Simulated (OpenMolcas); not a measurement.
# Ar6+: RASPT2 settings compared

```
Program             : OpenMolcas 26.06
Basis               : ANO-RCC-VTZP [5s4p2d1f]
Scalar Hamiltonian  : DKH3, point nucleus
Active space        : 2 electrons in 9 orbitals (RAS2 3s 3p; RAS3 3d, at most 2 electrons)
State averaging     : 2S+1 = 3 even, 3 roots; 2S+1 = 1 even, 7 roots (6 in the spin-orbit step); 2S+1 = 3 odd, 3 roots; 2S+1 = 1 odd, 3 roots
Spin-orbit coupling : RASSI with atomic mean-field integrals over the reference wave functions, term energies averaged over their components
```

Methods on the same reference wave functions:
A. RASSCF
B. SS-RASPT2, IPEA 0 Eh, imaginary shift 0.1 Eh (closed shells correlated: 2s 2p)
C. SS-RASPT2, IPEA 0.2 Eh, sigma1 regulariser 0.2 Eh (closed shells correlated: 2s 2p)
D. SS-RASPT2, IPEA 0.35 Eh, imaginary shift 0.1 Eh (closed shells correlated: 2s 2p)

Energies in cm⁻¹ above 3s² ¹S₀, the measured ground level; measured values from Saloman, J. Phys. Chem. Ref. Data 39, 033101 (2010).

```tsv
Level	A	B	C	D	Measured
3s² ¹S₀	0.0	0.0	0.0	0.0	0.0
3s 3p ³P°₀	111787	112672	112676	112678	113101
3s 3p ³P°₁	112545	113430	113433	113435	113906
3s 3p ³P°₂	114117	115002	115005	115007	115590
3s 3p ¹P°₁	173968	173111	173124	173133	170722
```

Deviations, from unrounded energies. A percentage is the sum of absolute deviations over the sum of measured energies, with the sign that they share, or ± where signs differ.

| Against measurement | Levels | A | B | C | D |
| --- | --- | --- | --- | --- | --- |
| mean absolute deviation (cm-1) | 4 | 1800 | 970 | 970 | 970 |
| other configurations (%) | 4 | ±1.4 | ±0.8 | ±0.8 | ±0.8 |

B, C, D lie about equally close to measurement and A furthest from it. The largest miss of B in the table is 3s 3p ¹P°₁, by +2400 cm-1. The ranking rests on the paired levels alone, and a cruder setting can come out closer through cancelling errors.

Among B to D the level of the table that moves most is 3s 3p ¹P°₁, by 22 cm-1 (lowest in B, highest in D).

The lowest spin-free term lies below A's lowest term by 0.034 hartree in B, 0.034 hartree in C, 0.034 hartree in D.

Active for correlation alone: 3d; no level in the range computed is led by a configuration that fills it, so any true level of that kind is missing. Computed and measured levels are paired by configuration, term and J; levels that our copy of the source lacks, or whose pairing is in doubt (as where it misses far off the trend of its configuration), stay unpaired and out of the deviations. Only configurations of the active space appear. The table leaves out levels that lie high or whose names do not pair safely across all columns.

° marks odd parity.
